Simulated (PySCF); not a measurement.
# Correlation energy of As²⁺ (arsenic, charge +2)

[Ar] 3d10 4s2 4p1, 2P determinant. Calculation: PySCF 2.14, in pcseg-2; no relativity, point nucleus. Frozen: [Ar] 3d10; 3 electrons correlated.

MP2 pair energies summed by pair of shells (mhartree):

| pair | energy | share (%) |
| --- | --- | --- |
| 4s-4s | -22.26 | 55.7 |
| 4s-4p | -17.74 | 44.3 |

Total MP2 correlation energy: -40.01 mhartree.

Same-spin part -2.59 and opposite-spin part -37.41 mhartree; SCS-MP2 scales them by 1/3 and 6/5 to -45.76 mhartree.

| level | correlation energy (mhartree) |
| --- | --- |
| CCSD | -54.53 |
| (T) | -0.74 |
| CCSD(T) | -55.27 |

Diagnostics: T1 = 0.0088, D1 = 0.0206, largest double amplitude 0.099.

Cost of the coupled-cluster step: 0.18 s of wall time on 1 thread of Intel(R) Xeon(R) 6975P-C (shared host), for 3 correlated electrons.
